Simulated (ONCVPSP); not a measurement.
# Before and after: ONCV potential for Se (Z = 34)

```
Element                 : Se
Generator               : ONCVPSP 4.0.1
Type                    : optimised norm-conserving Vanderbilt (ONCV)
Functional              : PBE
Relativity              : non-relativistic
Frozen core             : [Ar]
Valence charge          : 16
Reference configuration : 3d10 4s2 4p4
Partial waves           : 4s: rc 1.65 bohr, ncon 4, nbas 8, qcut 3.9 1/bohr, 2 projectors, debl 0.9 Ha; 4p: rc 1.40 bohr, ncon 4, nbas 6, qcut 6.3 1/bohr, 1 projector; 3d: rc 0.70 bohr, ncon 4, nbas 9, qcut 24.6 1/bohr, 2 projectors, debl 2.2 Ha
Local potential         : polynomial inside 0.50 bohr (lpopt 5, dvloc0 0 Ha)
Core correction         : none
```

Change: all radii scaled by about 1.16 (s 1.92, p 1.62, d 0.82 bohr); local potential polynomial inside 0.58 bohr (lpopt 5, dvloc0 0 Ha).

Cutoffs: the cutoffs (Ha) at which the residual kinetic energy of the hardest occupied pseudo-wave falls to 1 and 0.1 mHa per electron; they do not see the model core or the augmentation charge, which bear on the density cutoff. Errors are all-electron minus pseudo energies relative to the spin-unpolarised reference configuration.

Task: Predict the effect on cutoff, ghosts and configuration errors.

Result: The potential gets softer (220 Ha and 248 Ha → 195 Ha and 222 Ha); both files keep a bound ghost (p, s); of the 4 tests that both files solve, the error grows in 1 and shrinks in 0 by more than 15 % and 0.3 meV (median size 3.7 → 3.6 meV). A larger radius leaves more room for a smooth pseudo-wave, so fewer plane waves are needed.

| quantity | base | changed |
| --- | --- | --- |
| cutoff, loose | 220 Ha | 195 Ha |
| cutoff, tight | 248 Ha | 222 Ha |
| loose cutoff by channel | s 28 Ha, p 22 Ha, d 220 Ha | s 11 Ha, p 11 Ha, d 195 Ha |
| bound ghosts | s, p | s, p |
| GHOST(+) flags under 300 eV | none | none |
| error for 3d10 4s2 4p3, meV [ΔE 10.87 eV] | +1.2 | +0.9 |
| error for 3d10 4s2 4p2, meV [ΔE 31.23 eV] | +6.2 | +6.2 |
| error for 3d10 4s2 4p1, meV [ΔE 62.06 eV] | +16 | +24 |
| error for 3d10 4s2 4p3.5, meV [ΔE 4.33 eV] | +0.3 | +0.2 |

 A true bound ghost makes a file unfit for plane-wave use even where its test errors are small: the radial tests pick states by their node count and pass the ghost by.
